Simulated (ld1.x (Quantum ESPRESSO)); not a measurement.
# magnesium: excitation energies, all-electron against PAW

* Element: magnesium
* Generator: ld1.x (Quantum ESPRESSO) 7.5
* Type: PAW
* Functional: PBEsol
* Relativity: scalar-relativistic
* Frozen core: [He]
* Valence charge: 10
* Reference configuration: 2s2 2p6 3s1.5 3p0.5
* Partial waves: 2s (bound): rcut 0.95, rcutus 1.25 bohr; 3s (bound): rcut 0.95, rcutus 1.25 bohr; 2p (bound): rcut 1.05, rcutus 1.20 bohr; 3p (bound): rcut 1.05, rcutus 1.20 bohr; 3d channel at 0.05 Ry: rcut 0.85, rcutus 1.15 bohr; 3d channel at 2.4 Ry: rcut 0.85, rcutus 1.15 bohr
* Local potential: all-electron potential smoothed inside 1.00 bohr (lloc = -2)
* Core correction: Bessel-smoothed model core inside 1.20 bohr
* Augmentation charge: BESSEL, radius 0.80 bohr

Energies are relative to the spin-unpolarised reference configuration 2s2 2p6 3s1.5 3p0.5; without spin polarisation the order of configurations can differ from experiment. Not all tests gave a result: 2 of 7 tests not solved or not reliable. Left out of the table: 2s2 2p6 3s1 3p0 (solver errors, printed error -1202 eV); 2s2 2p6 3s0 3p0 (solver errors, printed error -1103 eV).

```json
{"valence configuration": "2s1 2p6 3s2 3p0", "charge": "+1", "ΔE all-electron (eV)": "89.485", "error AE − PS (meV)": "-2.1"}
{"valence configuration": "2s2 2p5 3s2 3p0", "charge": "+1", "ΔE all-electron (eV)": "56.743", "error AE − PS (meV)": "-11"}
{"valence configuration": "2s2 2p6 3s1 3p1", "charge": "0", "ΔE all-electron (eV)": "1.762", "error AE − PS (meV)": "0.0"}
{"valence configuration": "2s2 2p6 3s1.5 3p0", "charge": "+0.5", "ΔE all-electron (eV)": "1.416", "error AE − PS (meV)": "0.0"}
```

Question: What are ΔE and the potential's error for 2s2 2p6 3s2 3p0?

Answer: ΔE = -1.713 eV all-electron; the error (AE − PS) is 0.0 meV.

Levels in the configuration 2s2 2p5 3s2 3p0:

| level | all-electron (eV) | pseudo (eV) |
| --- | --- | --- |
| 2s | -103.756 | -103.745 |
| 2p | -71.109 | -71.105 |
| 3s | -14.168 | -14.170 |
